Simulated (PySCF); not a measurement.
C₃H₉NSi₂, SMILES C#C[C@H](N)[SiH2][SiH3].

Coordinates come from a B3LYP-D3(BJ)/def2-SVP optimisation. The structure was generated by enumeration; whether it is a known compound was not checked. Other conformers were not sampled.

Two levels are set side by side: TDDFT-PBE/def2-SVPD (PySCF) and TDDFT-PBE0/def2-SVPD (PySCF). Vertical, same geometry. The lowest singlet is HOMO→LUMO 98 % with PBE and HOMO→LUMO 80 %, HOMO→LUMO+1 12 % with the other functional; states are paired by order. Differences are taken from unrounded values.

```json
[
 {"quantity": "lowest singlet excitation (eV)", "TDDFT-PBE0": "5.38"},
 {"quantity": "lowest triplet excitation (TDA) (eV)", "TDDFT-PBE0": "5.01"},
 {"quantity": "first bright state (f over 0.05) (eV)", "TDDFT-PBE0": "6.39"},
 {"quantity": "its oscillator strength", "TDDFT-PBE0": "0.12"}
]
```

Q: What does TDDFT-PBE give, and how far is it from TDDFT-PBE0? (The exact figures need the calculation; the answer reports its results.)

A: 
```csv
quantity,TDDFT-PBE,TDDFT-PBE minus TDDFT-PBE0
lowest singlet excitation (eV),4.63,-0.75
lowest triplet excitation (TDA) (eV),4.40,-0.61
first bright state (f over 0.05) (eV),5.50,-0.89
its oscillator strength,0.07,-0.04
```

Functionals without exact exchange tend to place singlet excitations lower, as here. Differences between two approximate levels are no errors against the true value.

Rough cost on one machine, each run with all the roots and properties that it gave: TDDFT-PBE0 against TDDFT-PBE about 4 times.
